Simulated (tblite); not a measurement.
C3H10F3NSi3.
SMILES with atom numbers: `[F:1][C:2]([F:3])=[C:4]([F:5])[CH2:6][SiH2:7][N:8]([SiH3:9])[SiH3:10]` (hydrogens: H11, H12 on C6; H13, H14 on Si7; H15, H16, H17 on Si9; H18, H19, H20 on Si10)

Structure optimised with GFN2-xTB, isolated species.

Q: Give the optimised bond lengths and angles.

A: 
```
                    bond  length (Å)
                   F1–C2       1.331
                   C2–F3       1.336
                   C2=C4       1.327
                   C4–F5       1.351
                   C4–C6       1.473
                  C6–Si7       1.929
                  Si7–N8       1.733
         N8–Si9, N8–Si10       1.754
          C6–H11, C6–H12       1.087
        Si7–H13, Si7–H14       1.462
Si9–H15 and 5 like bonds       1.463
```

Bonds in one row agree within 0.01 Å and their mean is given. A selection of angles:
```
      angle  degrees
   F1–C2–F3    110.5
   F1–C2–C4    126.6
   F3–C2–C4    122.9
   C2–C4–F5    117.9
   C2–C4–C6    126.1
   F5–C4–C6    115.7
  C4–C6–Si7    109.1
  C6–Si7–N8    107.9
 Si7–N8–Si9    119.9
Si7–N8–Si10    120.9
Si9–N8–Si10    119.1
```

Dihedral angles: F1–C2–C4–F5 1° (synperiplanar); C2–C4–C6–Si7 -103° (anticlinal); C4–C6–Si7–N8 45° (synclinal); C6–Si7–N8–Si9 -113° (anticlinal). The mirror-image conformer, all signs reversed, is as good.

Of the pairs four or more bonds apart, F3···H11 is among the closest relative to their van der Waals radii: 2.54 Å, 95 % of the sum of Bondi's values. Si7 (SiH2 silicon) is tetrahedral (angles from 107.3° to 111.9°). N8 (nitrogen bridging silicon atoms) is planar (angles 120.9°, 119.9° and 119.1°, sum 359.9°, 0.03 Å off the plane of its three neighbours). The C–C distances run from 1.327 Å (C2=C4, drawn double) to 1.473 Å (C4–C6, drawn single), a spread of 0.146 Å. The N–Si distances run from 1.733 Å (Si7–N8, drawn single) to 1.755 Å (N8–Si10, drawn single), a spread of 0.022 Å. Si9 (SiH3 silicon) is tetrahedral (angles from 107.3° to 111.4°).

Point group: C1 (no symmetry element, even within 0.4 Å). GFN2-xTB frequencies show an imaginary mode (22i cm⁻¹), so the point is no minimum at that level.

Hardware: an Arm Neoverse N1 with one thread, no GPU, shared host. Cost: 3.8 s wall. That covers the optimisation of the geometry.

The numbers are calculated, not measured.
